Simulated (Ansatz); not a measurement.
Stepwise reaction of `[NH2][Y]([NH2])[Cl]` with methanol, as a gas-phase model of exchange steps in deposition or etching. ΔE in kJ/mol; ΔG adds harmonic PBE0-D4 terms to CCSD(T)/CBS, at 1 bar.

Computed with Ansatz on PBE0-D4/def2-TZVP structures; ΔE is electronic, products minus reactants. CBS: MP2 limit from def2 TZ/QZ plus the TZ coupled-cluster correction, frozen cores. This one scheme is used for every species. DFT in def2-TZVPP. B3LYP here is the variant with VWN-RPA as its local correlation; programs differ in this. Elements past krypton have def2 core potentials. For Y outer-core shells are correlated without core-valence functions, which leaves a few kJ/mol of doubt a bond. One conformer a species, not always the lowest.

```
step                                                  reaction  PBE-D4  B3LYP-D4  ωB97M-V  CCSD(T)/CBS  ΔG(500 K)
   2  `C[O][Y]([NH2])[Cl]` + CH₃OH → `C[O][Y]([Cl])[O]C` + NH₃   -79.4     -83.0    -80.5        -81.8      -77.0
```

(1) Give the row of step 1, `[NH2][Y]([NH2])[Cl]` + CH₃OH → `C[O][Y]([NH2])[Cl]` + NH₃. (An estimate is asked.)

(2) By hand: ΔE of the 2 steps together at CCSD(T)/CBS.

## Answers

(1) Computed: 
```
step                                                    reaction  PBE-D4  B3LYP-D4  ωB97M-V  CCSD(T)/CBS  ΔG(500 K)
   1  `[NH2][Y]([NH2])[Cl]` + CH₃OH → `C[O][Y]([NH2])[Cl]` + NH₃   -82.2     -85.7    -83.6        -84.7      -88.0
```

(2) (-84.7) + (-81.8) = -166.5 kJ/mol, or -83.2 kJ/mol a step.

In ΔE the steps differ by no more than 2.9 kJ/mol. All are downhill at CCSD(T)/CBS. ΔG lies between -88.0 and -77.0 kJ/mol a step. PBE-D4 differs from CCSD(T)/CBS by 2.4 to 2.5 kJ/mol a step. Isolated molecules leave out the surface, adducts and barriers. Largest T1 diagnostic: 0.013.
